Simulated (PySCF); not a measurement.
Below is a simulated gas-phase C 1s photoelectron spectrum of `CC[C@@H]1CBC[C@@H]1C`.

Every computed line was given a Gaussian of 0.6 eV full width at half maximum and an area set by the number of equivalent atoms; the highest printed point is 100. Computed, not measured: PySCF 2.14.0, delta-SCF UKS SCAN, pcX-2 on the ionised atom, pcseg-1 elsewhere, spin-free X2C.

binding energy (eV), intensity and a bar:
```
    288.8          0 
    288.9          0 
    289.0          1 
    289.1          2 #
    289.2          6 ##
    289.3         12 ###
    289.4         20 ######
    289.5         31 #########
    289.6         43 #############
    289.7         54 ################
    289.8         65 ###################
    289.9         76 #######################
    290.0         87 ##########################
    290.1         96 #############################
    290.2        100 ##############################
    290.3         94 ############################
    290.4         79 ########################
    290.5         59 ##################
    290.6         38 ###########
    290.7         22 ######
    290.8         11 ###
    290.9          5 #
    291.0          2 
    291.1          1 
    291.2          0
```

Task: How many maxima does the curve show, and how many computed lines lie under it?

Result: The curve has 1 maximum (at 290.2 eV). Under it lie 7 lines from 7 inequivalent carbon sites. At this width some lines have no maximum of their own.

Task: Decompose the envelope and assign each component. Numbering: `[CH3:1][CH2:2][C@@H:3]1[CH2:4][BH:5][CH2:6][C@@H:7]1[CH3:8]`.

Result: 
| position (eV) | relative area | line | atoms | environment |
| --- | --- | --- | --- | --- |
| 289.68 | 1 | C 1s | C4 | sp3 carbon bound to boron |
| 289.73 | 1 | C 1s | C6 | sp3 carbon bound to boron |
| 290.08 | 1 | C 1s | C3 | sp3 CH carbon |
| 290.19 | 1 | C 1s | C7 | sp3 CH carbon |
| 290.23 | 1 | C 1s | C2 | chain CH2 carbon |
| 290.29 | 1 | C 1s | C8 | methyl carbon |
| 290.37 | 1 | C 1s | C1 | methyl carbon |

Task: What are the centre and the root-mean-square width of the whole band?

Result: The area-weighted mean of the lines is 290.08 eV. Their own spread about it is 0.25 eV (rms) and each Gaussian has σ = 0.6/2.355 = 0.25 eV; the variances add, which gives 0.36 eV.

The listed C 1s values span 0.69 eV, from C4 (bonded to C, 2 H and B) to C1 (bonded to C and 3 H). The values 290.19 and 290.23 eV lie too close for their order to be trusted.

The curve has no shake-up lines and no vibrational structure. Geometry: PBE0-D3(BJ)/def2-SVP, one conformer, isolated molecule.
